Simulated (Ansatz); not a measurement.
```yaml
crystal:
  periodic: [false, false, false]
  atoms:
    - {symbol: Ga, position_ang: [0.166072, -0.234031, -0.963448]}
    - {symbol: S, position_ang: [0.166097, -0.220743, 1.561183]}
    - {symbol: H, position_ang: [0.490385, 1.115380, 1.622525]}
    - {symbol: H, position_ang: [-1.175961, 0.015018, 1.716504]}
    - {symbol: F, position_ang: [1.859279, -0.209219, -1.305069]}
    - {symbol: F, position_ang: [-0.777469, 1.309390, -1.159600]}
    - {symbol: F, position_ang: [-0.725493, -1.697844, -1.331377]}
basis:
  gaussian: {orbitals: ANO-RCC-VTZP}
total_charge: -1
magnetization: {spin_polarized: true, initial_magnetization: 1}
hamiltonian: {xc: {name: LC-wPBE}}
scf: {omitted_lower_state_checks: [starts]}
output: {forces: true}
```

```sh
$ ansatz run in.yaml --threads 4 --pin off --events-out ev --progress --plain --max-ram 3916MiB
```

Shortened log:

```
Functional definition: LC-wPBE
1545 factors; their error is unknown
415 factors; integrals over basis functions are off by at most 2.6e-5 eV
mean field evaluation 1: about -71943.8585 eV, gradient 2.5e1 eV
mean field evaluation 2: about -71943.8024 eV, gradient 3.5e1 eV
mean field evaluation 4: about -71946.2509 eV, gradient 1.7e0 eV
mean field evaluation 8: about -71946.3480 eV, gradient 2.6e-1 eV
mean field evaluation 16: about -71946.3211 eV, gradient 6.9e-3 eV
mean field evaluation 32: about -71946.3211 eV, gradient 2.6e-4 eV
mean field -71946.32106333 eV, -2643.9785321096 hartree, gradient 1.2e-6 eV, S^2 0.751623; 0 other end points of the search recorded, 0 dependent functions left out
reference -71946.32106334 eV, -2643.9785321099 hartree; 39, 38 occupied and 156, 157 virtual orbitals, 1545 factors
Total energy: -71946.32106334 eV, -2643.9785321099 hartree
Relativity: scalar
Atom 0 at     0.166072    -0.234031    -0.963448 Å, force    -1.400902     1.109402     1.382226 eV/Å
Atom 1 at     0.166097    -0.220743     1.561183 Å, force     0.116236     0.167512    -0.573651 eV/Å
Atom 2 at     0.490385     1.115380     1.622525 Å, force     0.034950    -0.120324     0.122645 eV/Å
Atom 3 at    -1.175961     0.015018     1.716504 Å, force    -0.142050    -0.033843     0.093156 eV/Å
Atom 4 at     1.859279    -0.209219    -1.305069 Å, force     0.753886     0.005839    -0.470699 eV/Å
Atom 5 at    -0.777469     1.309390    -1.159600 Å, force     0.656921    -0.987328    -0.237820 eV/Å
Atom 6 at    -0.725493    -1.697844    -1.331377 Å, force    -0.019041    -0.141258    -0.315858 eV/Å
Dipole moment:     0.390023    -0.495252    -0.854907 e Å
Checks for a lower state left out: starts
```

It took 31 s on 4 threads of Arm Neoverse V2 on a shared host, peak host memory 1 GiB.

DK, ANO-RCC and x2c sets are all-electron and run with scalar relativity unless a key says otherwise. LC-ωPBE has ω = 0.4 bohr⁻¹. The highest occupied level of an anion often lies above zero with these methods, and sets without diffuse functions describe the outer electron poorly.

The dipole of an ion depends on the origin.
